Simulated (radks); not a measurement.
Results of a calculation; reference values are marked as such.
Species: Fe+. Configuration: [Ar] 3d5 4s2 (not the ground configuration).

Code: a radial shooting solver on a logarithmic mesh with Libxc functionals. Model: scalar-relativistic Kohn-Sham, LDA (Slater exchange, Perdew-Wang correlation), spin-polarised, spherical densities, point nucleus; open shells are filled with parallel spins first.

Energy parts (eV):
total: -34555.349
kinetic: 34954.190
electron-nucleus: -82345.780
Hartree: 14278.768
exchange-correlation: -1442.526

Orbitals (lengths in bohr, moments of r in powers of bohr; r(90%) holds 90 % of the orbital's charge):
orbital  occ.  eigenvalue (eV)   <1/r>       <r^4>  r(90%)
1s up       1        -6997.743   25.93  0.00005466   0.105
1s down     1        -6997.715   25.93  0.00005465   0.105
2s up       1        -834.2751   5.540     0.01252   0.415
2s down     1        -831.5315   5.551     0.01241   0.414
2p up       3        -714.0158   5.443    0.009561   0.387
2p down     3        -711.8960   5.454    0.009448   0.386
3s up       1        -110.4842   1.762      0.9054    1.21
3s down     1        -104.8620   1.750      0.9336    1.21
3p up       3         -76.6704   1.628       1.237    1.30
3p down     3         -71.1964   1.613       1.307    1.32
3d up       5         -23.5434   1.298       4.173    1.72
3d down     0         -18.5595   1.247       6.083    1.87
4s up       1         -14.7573  0.5238       81.29    3.72
4s down     1         -13.5941  0.4945       98.63    3.91

The highest occupied level is 4s down at -13.594 eV. The configuration is held as typed, so some empty levels lie below it. Summed over all electrons, <r^2> = 28.83 bohr^2, which gives a Langevin (diamagnetic) susceptibility term of -22.8 x 10^-6 cm^3/mol.
